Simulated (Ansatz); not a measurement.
One change: `FC1([SiH2]Cl)BC1` becomes `FC1([SiH2]S)BC1`.

Ansatz, PBE0-D4/def2-TZVP geometries, multiplicity 1. Each molecule was computed in one conformer, which needn't be the lowest.

```
                                        property  `FC1([SiH2]Cl)BC1`
size of the dipole moment (B3LYP/def2-TZVPP) / D                2.06
              LUMO energy (PBE0/def2-TZVPP) / eV               -2.21
            HOMO–LUMO gap (PBE0/def2-TZVPP) / eV                5.55
               HOMO energy (PBE/def2-TZVPP) / eV               -6.40
           LUMO energy (ωB97M-V/def2-TZVPP) / eV               -0.19
             HOMO energy (B3LYP/def2-TZVPP) / eV               -7.55
```

Question: Give the same properties after the change, and the shifts. (Best estimate.)

Answer: Computed: 
| property | `FC1([SiH2]S)BC1` | shift |
| --- | --- | --- |
| size of the dipole moment (B3LYP/def2-TZVPP) / D | 2.34 | 0.28 |
| LUMO energy (PBE0/def2-TZVPP) / eV | -2.14 | 0.07 |
| HOMO–LUMO gap (PBE0/def2-TZVPP) / eV | 5.32 | -0.23 |
| HOMO energy (PBE/def2-TZVPP) / eV | -6.21 | 0.19 |
| LUMO energy (ωB97M-V/def2-TZVPP) / eV | -0.15 | 0.04 |
| HOMO energy (B3LYP/def2-TZVPP) / eV | -7.23 | 0.32 |

With PBE0 the HOMO rises by 0.30 eV and the LUMO rises by 0.07 eV, so the gap narrows by about 0.23 eV. PBE moves the HOMO by 0.19 eV and ωB97M-V by 0.36 eV. Dipoles are sizes alone; their direction can turn.

B3LYP here is the variant with VWN-RPA as its local correlation; programs differ in this.
